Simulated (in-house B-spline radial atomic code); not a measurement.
Radial electron density of Ag7+, [Kr] 4d4. Computed with an all-electron radial atomic-structure program (B-spline basis): non-relativistic LC-wPBE, spin-polarised, spherical fractional occupations, exact exchange averaged over the configuration, point nucleus.

Columns: r (bohr), 4πr²n(r) (electrons per bohr), bar.

```
 0.00165    2.135 #
   0.002    3.035 ##
 0.00243    4.303 ###
 0.00294    6.004 ####
 0.00357    8.343 #####
 0.00433    11.43 #######
 0.00526    15.46 #########
 0.00638    20.47 ############
 0.00774    26.53 ################
 0.00939    33.48 ####################
  0.0114    40.94 ########################
  0.0138    48.08 ############################
  0.0168     54.2 ################################
  0.0204    57.94 ##################################
  0.0247    58.66 ###################################
    0.03    56.53 #################################
  0.0364    53.07 ###############################
  0.0441    50.95 ##############################
  0.0535    52.92 ###############################
  0.0649    59.84 ###################################
  0.0788    69.04 #########################################
  0.0956    74.75 ############################################
   0.116    72.17 ##########################################
   0.141    62.15 #####################################
   0.171    52.66 ###############################
   0.207    51.39 ##############################
   0.251    57.35 ##################################
   0.305    60.17 ###################################
    0.37    51.06 ##############################
   0.449    33.71 ####################
   0.545    19.96 ############
   0.661    15.96 #########
   0.802    16.88 ##########
   0.973    15.39 #########
    1.18    10.24 ######
    1.43    4.855 ###
    1.74    1.578 #
    2.11   0.3593 
    2.56  0.05337 
    3.11  0.00466 
    3.77 0.000222
```

On this grid the curve has 4 maxima, near 0.0247, 0.0956, 0.305, 0.802 bohr.

The 4p down radial function P(r) = rR(r), positive near the nucleus:

```json
{"r (bohr)": "0.00165", "P": "0.001339"}
{"r (bohr)": "0.00243", "P": "0.002852"}
{"r (bohr)": "0.00357", "P": "0.005992"}
{"r (bohr)": "0.00526", "P": "0.0125"}
{"r (bohr)": "0.00774", "P": "0.02552"}
{"r (bohr)": "0.0114", "P": "0.05076"}
{"r (bohr)": "0.0168", "P": "0.09692"}
{"r (bohr)": "0.0247", "P": "0.1732"}
{"r (bohr)": "0.0364", "P": "0.2822"}
{"r (bohr)": "0.0535", "P": "0.3939"}
{"r (bohr)": "0.0788", "P": "0.4199"}
{"r (bohr)": "0.116", "P": "0.2208"}
{"r (bohr)": "0.171", "P": "-0.2404"}
{"r (bohr)": "0.251", "P": "-0.6373"}
{"r (bohr)": "0.37", "P": "-0.4035"}
{"r (bohr)": "0.545", "P": "0.5041"}
{"r (bohr)": "0.802", "P": "1.168"}
{"r (bohr)": "1.18", "P": "0.9105"}
{"r (bohr)": "1.74", "P": "0.3098"}
{"r (bohr)": "2.56", "P": "0.03971"}
{"r (bohr)": "3.77", "P": "0.001283"}
```
